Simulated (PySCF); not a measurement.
PySCF 2.14 output of a UHF calculation on a single atom or ion in ANO-RCC-VTZP (6s5p3d2f1g, 59 functions), with scalar relativity by spin-free X2C-1e:

```
SCF conv_tol = 1e-09
number electrons alpha = 15  beta = 10
cycle= 1 E= -1390.63000993427  delta_E= -0.00469  |g|= 0.0273  |ddm|= 0.0335
cycle= 2 E= -1390.6301277899  delta_E= -0.000118  |g|= 0.00493  |ddm|= 0.00665
cycle= 3 E= -1390.63013434253  delta_E= -6.55e-06  |g|= 0.000745  |ddm|= 0.00245
cycle= 4 E= -1390.63013464045  delta_E= -2.98e-07  |g|= 0.000326  |ddm|= 0.000581
cycle= 5 E= -1390.63013470014  delta_E= -5.97e-08  |g|= 5.35e-05  |ddm|= 0.000306
cycle= 6 E= -1390.63013470251  delta_E= -2.37e-09  |g|= 5.45e-06  |ddm|= 7.41e-05
cycle= 7 E= -1390.63013470253  delta_E= -2.14e-11  |g|= 8.99e-07  |ddm|= 6.58e-06
converged SCF energy = -1390.63013470253  <S^2> = 8.7528548  2S+1 = 6.0009515
```

The run itself started from symmetry-adapted Hartree-Fock orbitals and held the occupation by maximum overlap, so the iterations belong to that start.

Question: Which element, charge and spin multiplicity is this?

Answer: Co²⁺ (cobalt, charge +2), multiplicity 6; the state was [Ar] 3d6 4p1, one real determinant (an excited configuration).

⟨L²⟩ = 8.01 against 12 for a pure F term, so this real determinant mixes terms.
